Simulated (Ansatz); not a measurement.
Input file for ClFH5NSi2, SMILES `F[SiH2]N[SiH2]Cl`:

```yaml
crystal:
  periodic: [false, false, false]
  atoms:
    - {symbol: F, position_ang: [-0.968912, -2.289209, 0.635768]}
    - {symbol: Si, position_ang: [-1.171327, -0.998441, -0.284504]}
    - {symbol: N, position_ang: [-0.376513, 0.382848, 0.344605]}
    - {symbol: Si, position_ang: [1.211349, 0.939163, 0.004845]}
    - {symbol: Cl, position_ang: [2.592352, 0.309367, 1.394154]}
    - {symbol: H, position_ang: [-0.579859, -1.302309, -1.603981]}
    - {symbol: H, position_ang: [-2.628559, -0.748034, -0.325594]}
    - {symbol: H, position_ang: [-0.850021, 0.854722, 1.104225]}
    - {symbol: H, position_ang: [1.243786, 2.417155, 0.038035]}
    - {symbol: H, position_ang: [1.610807, 0.383639, -1.304453]}
basis:
  gaussian: {orbitals: def2-SVP}
correlation: {method: ccsd_t}
```

```sh
$ ansatz run in.yaml --threads 4 --pin off --events-out ev --progress --plain
```

The program prints (abridged):

```
Functional definition: HF
1017 factors; integrals over basis functions are off by at most 1.1e-3 eV
mean field evaluation 1: about -32484.2973 eV, gradient 3.6e1 eV
mean field evaluation 2: about -32484.2991 eV, gradient 3.6e1 eV
mean field evaluation 4: about -32487.2908 eV, gradient 2.8e0 eV
mean field evaluation 8: about -32487.3188 eV, gradient 1.1e-1 eV
mean field evaluation 16: about -32487.3152 eV, gradient 5.2e-1 eV
mean field -32487.31885737 eV, -1193.8869473127 hartree, gradient 1.7e-6 eV, S^2 0.000000; 0 other end points of the search recorded, 0 dependent functions left out
17 core orbitals not correlated: weight in the atoms' cores, before any rotation towards them, 1.000 or more for the frozen orbitals, at most 0.000 for the correlated occupied ones
reference -32487.31885737 eV, -1193.8869473127 hartree; 16, 16 occupied and 74, 74 virtual orbitals, 1017 factors
second order -18.41317556 eV of doubles, -0.00000000 eV of singles
cycle   1  -19.23899778 eV  change   -8.3e-1 eV  update   9.5e-2
cycle   2  -19.70477550 eV  change   -4.7e-1 eV  update   2.7e-2
cycle   3  -19.80586063 eV  change   -1.0e-1 eV  update   1.3e-2
cycle   4  -19.80213536 eV  change    3.7e-3 eV  update   2.8e-3
cycle   5  -19.80055605 eV  change    1.6e-3 eV  update   1.0e-3
cycle   6  -19.80064499 eV  change   -8.9e-5 eV  update   3.2e-4
cycle   7  -19.80052829 eV  change    1.2e-4 eV  update   9.7e-5
cycle   8  -19.80050400 eV  change    2.4e-5 eV  update   3.2e-5
perturbative correction -0.41827557 eV, -0.0153713437 hartree
Total energy: -32507.53763694 eV, -1194.6299737572 hartree
```

Run time 3.3 s (4 threads of a server CPU on a shared host); peak host memory 0.45 GiB.

MP2 recovers 91.1 % of the CCSD(T) correlation energy and the triples give 2.1 %; T1 = 0.0107.
